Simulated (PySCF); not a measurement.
A run for PySCF: R-MP2/6-31G* on CH3F (SMILES CF) with ghost functions, monomers drawn apart or pushed together.

```python
from pyscf import gto, scf, dft, mp
from pyscf.data.elements import chemcore

mol = gto.M(
    atom='''
    C    -0.09563908    0.34491566    3.29639901
    F     0.44280150   -0.71671749    2.56606174
    H     0.72530788    0.91909743    3.72597023
    H    -0.68364263    0.96473080    2.61974062
    H    -0.72649214   -0.06417020    4.08554717
    ghost-S   -1.01864321    0.17603342   -0.21559395
    ghost-H    0.06164805    0.84854057   -0.64360260
    ghost-H   -0.30103800   -0.53718022    0.66928767
    ''',
    basis='6-31g*',
    cart=True,
    charge=0, spin=0, verbose=3, max_memory=1800)
mf = scf.RHF(mol)
mf.conv_tol = 1e-8
mf.max_cycle = 100
mf.kernel()
if not mf.converged:
    mf = mf.newton().run(mf.mo_coeff, mf.mo_occ)
pt = mp.MP2(mf, frozen=chemcore(mol)).run()
```

It printed:

```
converged SCF energy = -139.035674900559
E(RMP2) = -139.339049588023  E_corr = -0.303374687463248
E(SCS-RMP2) = -139.334034372738  E_corr = -0.298359472178397
```

Self-consistency was reached.

Cost: around 0.9 core-seconds (rough).
